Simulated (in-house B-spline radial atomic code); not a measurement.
Results of a calculation; reference values are marked as such.
**Se ion on Cu atom: potential, deflection and energy transfer**

The pair potential comes from two frozen, spherical free-atom densities (PBE, B-spline radial code, scalar-relativistic past argon): electrostatics plus the change in Thomas-Fermi kinetic and Dirac exchange energy where they overlap, the recipe behind the universal ZBL potential, which averages such potentials (from solid-state densities) over many pairs. It is written V = (Z1 Z2 e²/r) φ(r/a), with e² = 14.3996 eV·Å and a = 0.46850 Å/(Z1^0.23 + Z2^0.23); ZBL's fit is φ = 0.18175 e^(−3.1998x) + 0.50986 e^(−0.94229x) + 0.28022 e^(−0.4029x) + 0.02817 e^(−0.20162x). Where φ falls below 4e-4 it is continued as an exponential.

Masses 78.97 and 63.55 u.

```csv
x = r/a,"φ, this pair","φ, ZBL"
0.1,0.8927,0.8928
0.5,0.6224,0.6096
1.5,0.3111,0.2995
3,0.1352,0.1292
5,0.05349,0.05224
8,0.01624,0.01705
12,0.004518,0.00474
17,0.001155,0.001212
```

(1) At x = 3 the electrostatic, kinetic and exchange parts are 1204.89, 5106.41 and -273.77 eV. Find r, V and φ.

(2) The ion comes in at 30.04 keV with impact parameter 0.0530 Å. The scattering integral gives a centre-of-mass angle of 140.6° and a closest approach of 2.191 a. What are the reduced energy, the energy passed on and the laboratory angles?

Answers

(1) a = 0.46850/(2.2503 + 2.1695) = 0.10600 Å, so r = 0.31800 Å. V = 1204.89 + 5106.41 + (-273.77) = 6037.53 eV. The bare repulsion is 34 × 29 × 14.3996/0.31800 = 44647 eV, so φ = 0.1352, +4.6 % against ZBL's 0.1292. The kinetic (Pauli) term is 85 % of V here.

(2) ε = E a M2/(Z1 Z2 e² (M1 + M2)) = 30040 × 3.3291e-06 = 0.1. The most that one collision can pass on is γE with γ = 4 M1 M2/(M1 + M2)² = 0.9883. Here T = γE sin²(θ/2) = 0.9883 × 30040 × 0.8866 = 26320 eV. The ion turns by arctan(sin θ/(cos θ + M1/M2)) = 53.5°, and the struck atom leaves at (180° − θ)/2 = 19.7°. The closest approach is 0.232 Å. With ZBL the angle would be 139.86° and T = 26190 eV.
